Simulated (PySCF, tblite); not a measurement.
Isomers of [C6H12O2P]- (charge -1). Level: GFN2-xTB in tblite, geometry and Hessian alike; calculated harmonic values, unscaled, isolated species. Against measured fundamentals such values can be off by several per cent, at times by over 20. One conformer each.

Electronic energies: PBE0/pcSseg-1 single points on the GFN2-xTB geometries (PySCF, gas phase).

| SMILES | electronic energy, lowest = 0 (kJ/mol) |
| --- | --- |
| C=C[P@@](=O)([O-])[C@@H](C)CC | 17.3 |
| C=CC[P@@](=O)([O-])C(C)C | 0.0 |
| CCC[P@@](=O)([O-])C1CC1 | 17.8 |
| C=C[P@](=O)([O-])C(C)(C)C | 7.4 |
| CC(C)[P@](=O)([O-])C1CC1 | 17.2 |

Problem. How do GFN2-xTB zero-point energies change the relative energies?

Solution. 
| SMILES | ZPE (kJ/mol) | of it from modes above 1550 cm⁻¹ | electronic (kJ/mol) | with ZPE, lowest = 0 (kJ/mol) | lowest mode (cm⁻¹) | rings |
| --- | --- | --- | --- | --- | --- | --- |
| C=CC[P@@](=O)([O-])C(C)C | 444.5 | 225.1 | 0.0 | 0.0 | 45 | 0 |
| C=C[P@](=O)([O-])C(C)(C)C | 443.9 | 225.3 | 7.4 | 6.7 | 46 | 0 |
| CC(C)[P@](=O)([O-])C1CC1 | 449.4 | 215.4 | 17.2 | 22.2 | 57 | 1 |
| C=C[P@@](=O)([O-])[C@@H](C)CC | 445.6 | 224.9 | 17.3 | 18.4 | 50 | 0 |
| CCC[P@@](=O)([O-])C1CC1 | 450.4 | 215.6 | 17.8 | 23.6 | 37 | 1 |

The zero-point energies span 6.5 kJ/mol, from `C=C[P@](=O)([O-])C(C)(C)C` to `CCC[P@@](=O)([O-])C1CC1`. The lowest isomer stays, but the order above it changes.

Problem. And how do the electronic energies of GFN2-xTB itself compare?

Solution. `C=CC[P@@](=O)([O-])C(C)C` 19.4; `C=C[P@](=O)([O-])C(C)(C)C` 25.4; `CC(C)[P@](=O)([O-])C1CC1` 0.0; `C=C[P@@](=O)([O-])[C@@H](C)CC` 37.6; `CCC[P@@](=O)([O-])C1CC1` 7.2 kJ/mol, lowest = 0. Against the energies above, taken from the same isomer `C=CC[P@@](=O)([O-])C(C)C`, the largest difference is 36.6 kJ/mol.

Problem. What do entropy and thermal enthalpy add at 298.15 K and 1 bar (rigid rotor, harmonic oscillator, one conformer each)?

Solution. 
```
                       SMILES  point group  symmetry number  S (J/(mol K))  H − H(0) (kJ/mol)  ZPE + H − H(0) − TS (kJ/mol)
     C=CC[P@@](=O)([O-])C(C)C           C1                1          441.3              33.01                         346.0
    C=C[P@](=O)([O-])C(C)(C)C           C1                1          440.3              33.59                         346.2
     CC(C)[P@](=O)([O-])C1CC1           C1                1          428.7              31.42                         353.0
C=C[P@@](=O)([O-])[C@@H](C)CC           C1                1          448.0              33.50                         345.5
      CCC[P@@](=O)([O-])C1CC1           C1                1          437.3              31.32                         351.3
```
